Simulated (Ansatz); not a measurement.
Gas-phase electronic energies from Ansatz, PBE0-D4/def2-TZVP geometries. CCSD(T)/CBS adds triple-zeta CCSD(T) − MP2 to the extrapolated MP2 energy (def2 sets, frozen cores). DFT in def2-TZVPP. B3LYP here is the variant with VWN-RPA as its local correlation; programs differ in this. One conformer a species, not always the lowest.

`S[SiH](S)Cl` + `BO[Si](O)(O)O` → `BO[SiH](S)Cl` + `O[Si](O)(O)S`  (redistribution)

```tsv
level	ΔE (kcal/mol)	difference from CCSD(T)/CBS
r2SCAN-D4	1.8	-0.1
PBE0-D4	1.9	0.0
B3LYP-D4	1.5	-0.4
ωB97M-V	1.6	-0.3
PBE0	1.9	0.0
B3LYP	1.5	-0.4
SCS-MP2/def2-TZVPP	1.7	-0.2
CCSD/def2-TZVPP	1.8	-0.1
CCSD(T)/def2-TZVPP	1.8	-0.1
MP2/def2-QZVPP	1.9	0.0
CCSD(T)/CBS	1.9	0
```

Largest T1 diagnostic among the species: 0.012.
